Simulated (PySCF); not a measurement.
B(F)(OAc)(OH) (C2H4BFO3), SMILES O(B(F)O)C(C)=O.

Coordinates come from a B3LYP-D3(BJ)/def2-SVP optimisation. Other conformers were not sampled.

Two levels are set side by side: PBE/def2-TZVP (PySCF) and CAM-B3LYP/def2-TZVP (PySCF). Same geometry, gas phase. Differences are taken from unrounded values.

```json
[
 {"quantity": "orbital gap (eV)", "CAM-B3LYP": "10.75"},
 {"quantity": "highest occupied level (eV)", "CAM-B3LYP": "-9.83"},
 {"quantity": "lowest empty level (eV)", "CAM-B3LYP": "0.92"},
 {"quantity": "dipole moment (D)", "CAM-B3LYP": "2.01"},
 {"quantity": "mean polarisability (bohr³)", "CAM-B3LYP": "46.0"}
]
```

Q: What does PBE give, and how far is it from CAM-B3LYP? (Estimate from the structure and the level; the computed values follow.)

A: 
```
quantity                       PBE  PBE minus CAM-B3LYP
---------------------------  -----  -------------------
orbital gap (eV)              5.20                -5.55
highest occupied level (eV)  -6.60                 3.23
lowest empty level (eV)      -1.40                -2.32
dipole moment (D)             1.92                -0.08
mean polarisability (bohr³)   48.9                  2.9
```

PBE's occupied levels lie high since its potential decays too fast outside the molecule; exact exchange lowers them and widens the gap. Loosely held outer electrons make PBE densities more polarisable. Differences between two approximate levels are no errors against the true value.

Rough cost on one machine, each run with all the roots and properties that it gave: CAM-B3LYP against PBE within a factor of 2.
